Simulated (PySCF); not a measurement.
## How methods differ on the electron affinity of Sc

Sc⁻ [Ar] 3d2 4s2 (3F) → Sc [Ar] 3d1 4s2 (2D), as a difference of total energies. All numbers are calculated (PySCF 2.14, no relativity, point nucleus, in def2-TZVPPD (6s6p4d2f1g, 67 functions)). Correlated levels: valence: [Ar] frozen. The calculations carry no spin-orbit coupling.

| method | electron affinity (eV) |
| --- | --- |
| UHF | -1.507 |
| MP2 (valence) | -1.125 |
| SCS-MP2 (valence) | -1.289 |
| CCSD (valence) | -0.874 |
| CCSD(T) (valence) | -0.752 |

The configuration of this anion was assumed by filling the next shell in order. It is not the known or likely ground configuration (Ca⁻, Sr⁻ and Ba⁻, for instance, bind a p electron), so these values are not the electron affinity of the element.

A negative affinity means that the anion lies above the atom at that level of theory.

The coupled-cluster amplitudes are large for Sc⁻ (T1 above 0.03 or a double amplitude above 0.15), so a single reference is strained.
